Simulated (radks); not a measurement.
The numbers below are computed, except where a source is named.
Task: Coulomb parameter of the 4d shell of the technetium ion Tc+ in the model configuration [Kr] 4d4 5s1 5p1, as a second difference U = [E(n + 0.5) + E(n - 0.5) - 2 E(n)] / (0.5)^2 with all orbitals relaxed. "Bare": the charge of the atom changes with n. "Screened": the 5p shell takes up the change at fixed total charge, which measures U(4d,4d) + U(5p,5p) - 2 U(4d,5p). Level of theory: scalar-relativistic Kohn-Sham, r2SCAN, spin-unpolarised, spherical densities, finite nucleus; meta-GGA in the generalised Kohn-Sham scheme; Fermi nuclear charge, rms radius 4.4112 fm (a radial shooting solver on a logarithmic mesh with Libxc functionals). Estimate both.

Result: U(bare) = 11.069 eV, U(screened by 5p) = 2.518 eV, against the Slater integral F0(4d,4d) = 15.641 eV with frozen orbitals.
